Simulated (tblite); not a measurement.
C3H10F2N2Si.
Geometry (GFN2-xTB, Å), atoms numbered from 1 in this order:
```
atom  x, y, z in Å
C1     1.862    0.923   -0.735
N2     0.843    0.323    0.089
C3     1.381   -0.693    0.966
Si4   -0.803    0.412   -0.376
N5    -1.339   -0.729   -1.545
C6    -1.896   -0.032    1.149
F7    -3.200    0.264    0.866
F8    -1.888   -1.365    1.440
H9     1.428    1.713   -1.340
H10    2.648    1.349   -0.106
H11    2.323    0.187   -1.405
H12    0.589   -1.127    1.568
H13    1.863   -1.496    0.398
H14    2.128   -0.247    1.629
H15   -1.053    1.828   -0.664
H16   -2.298   -1.038   -1.552
H17   -0.945   -0.760   -2.471
H18   -1.651    0.496    2.078
```

Level: GFN2-xTB in tblite, geometry and Hessian alike; calculated harmonic values, unscaled, isolated species. Errors from tens to a few hundred cm⁻¹ against measured bands are possible. Modes of hydrogen on silicon can be 10 to 20 % off. One conformer, not necessarily the lowest.

Harmonic wavenumbers (cm⁻¹): 37.6, 44.3, 101.9, 129.8, 143.6, 178.5, 192.5, 238.8, 243.6, 267.2, 294.6, 397.7, 400.1, 455.8, 499.8, 627.0, 668.6, 692.3, 717.6, 810.0, 912.2, 994.3, 1046.8, 1058.4, 1085.3, 1089.1, 1126.3, 1203.6, 1251.4, 1286.7, 1317.3, 1418.4, 1429.0, 1477.3, 1487.8, 1495.6, 1498.9, 1509.2, 2230.2, 2902.5, 2915.3, 2917.8, 2950.3, 2958.6, 3045.1, 3064.9, 3462.8, 3502.2.

A = 2614, B = 1085, C = 940.4 MHz; mass 140.058 u (most abundant isotopes); point group C1, symmetry number 1.

**Question.** What is the zero-point energy?

**Answer.** Half the sum of the wavenumbers: 29889 cm⁻¹ = 85.46 kcal/mol.

**Question.** What is S at 298.15 K and 1 bar for an ideal gas of classical rigid rotors and harmonic oscillators?

**Answer.** Translation 40.75, rotation 29.18, vibration 36.47: S = 106.4 cal/(mol K).

**Question.** And Cp and H(298.15 K) − H(0)?

**Answer.** Cp = 41.67 cal/(mol K), of which vibrations give 33.73 (their classical limit is 48 R = 95.4); H(298.15 K) − H(0) = 7.90 kcal/mol without the zero-point energy, 5.53 from vibrations.

**Question.** Which modes carry the vibrational entropy at 298.15 K?

**Answer.** 37.6 cm⁻¹: 5.38; 44.3 cm⁻¹: 5.06; 101.9 cm⁻¹: 3.42; 129.8 cm⁻¹: 2.95; 143.6 cm⁻¹: 2.76; 178.5 cm⁻¹: 2.34 cal/(mol K); the other 42 give 14.56 together.

**Question.** Blend soft modes into free rotors: weight 1/[1 + (100 cm⁻¹/ν̃)⁴] for the oscillator and the rest for a rotor with moment μB/(μ + B), μ = h/(8π²ν), B = 10⁻⁴⁴ kg m². What vibrational entropy results?

**Answer.** 33.20 cal/(mol K) in place of 36.47, which changes −T·S at 298.15 K by +0.97 kcal/mol.

**Question.** What must be added to the electronic energy to get the Gibbs energy at 298.15 K and 1 bar?

**Answer.** ZPE + [H(298.15 K) − H(0)] − T·S = 85.46 + 7.90 − 31.72 = 61.64 kcal/mol.

**Question.** How do the functions run with temperature in this model?

**Answer.** 
```json
{"T (K)": "150", "S (cal/(mol K))": "82.9", "Cp (cal/(mol K))": "27.9", "H − H(0) (kcal/mol)": "2.72", "G − H(0) (kcal/mol)": "-9.71", "ln q(vib)": "4.15"}
{"T (K)": "250", "S (cal/(mol K))": "99.4", "Cp (cal/(mol K))": "37.4", "H − H(0) (kcal/mol)": "6.00", "G − H(0) (kcal/mol)": "-18.86", "ln q(vib)": "7.48"}
{"T (K)": "400", "S (cal/(mol K))": "119.8", "Cp (cal/(mol K))": "50.1", "H − H(0) (kcal/mol)": "12.59", "G − H(0) (kcal/mol)": "-35.35", "ln q(vib)": "12.11"}
{"T (K)": "600", "S (cal/(mol K))": "142.8", "Cp (cal/(mol K))": "63.2", "H − H(0) (kcal/mol)": "24.00", "G − H(0) (kcal/mol)": "-61.69", "ln q(vib)": "17.75"}
{"T (K)": "900", "S (cal/(mol K))": "171.1", "Cp (cal/(mol K))": "76.0", "H − H(0) (kcal/mol)": "45.03", "G − H(0) (kcal/mol)": "-108.92", "ln q(vib)": "25.29"}
```

q(vib) and H(0) count from the zero-point level.

Hindered rotation and anharmonicity are outside this model. Other conformers, if any are populated, would add a mixing term that is left out. The structure is chiral; the term R ln 2 for an equal mix with its mirror image is left out.
